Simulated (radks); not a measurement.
Values are calculated unless marked as measured or tabulated.
Tm3+, configuration [Xe] 4f11 5d1 (not the ground configuration).

Level of theory: scalar-relativistic Kohn-Sham, PW91, spin-unpolarised, spherical densities, finite nucleus; Fermi nuclear charge, rms radius 5.2256 fm (a radial shooting solver on a logarithmic mesh with Libxc functionals).

Energy parts (eV):
part                      energy
total                 -369131.12
kinetic                401142.64
electron-nucleus      -904476.15
Hartree                141959.12
exchange-correlation    -7756.74

Orbitals (lengths in bohr, moments of r in powers of bohr; r(90%) holds 90 % of the orbital's charge):
orbital,occ.,eigenvalue (eV),<r>,<r^2>,r(90%),<r^4>
1s,2,-59321.90,0.02001,0.0005486,0.0363,8.079e-07
2s,2,-10044.33,0.08489,0.008517,0.131,0.0001249
2p,6,-8874.981,0.07541,0.006945,0.123,0.00009540
3s,2,-2291.662,0.2210,0.05582,0.324,0.004694
3p,6,-1937.462,0.2203,0.05626,0.330,0.004970
3d,10,-1499.587,0.1999,0.04688,0.311,0.003888
4s,2,-485.7368,0.4969,0.2787,0.713,0.1128
4p,6,-369.0092,0.5268,0.3156,0.766,0.1489
4d,10,-213.8323,0.5677,0.3737,0.852,0.2268
4f,11,-43.3826,0.7161,0.6558,1.21,1.084
5s,2,-88.2995,1.189,1.589,1.71,3.708
5p,6,-59.8378,1.381,2.156,2.01,7.067
5d,1,-27.0635,1.985,4.553,3.02,34.63
6s,0,-25.1753,2.893,9.316,4.11,122.5
6p,0,-19.0603,3.438,13.12,4.85,240.9

The highest occupied level is 5d at -27.064 eV. Summed over all electrons, <r^2> = 35.04 bohr^2, which gives a Langevin (diamagnetic) susceptibility term of -27.8 x 10^-6 cm^3/mol. The electron density at the nucleus is 1.002e+06 e/bohr^3 (large components only). The density falls to 0.001 e/bohr^3 at r = 3.34 bohr.
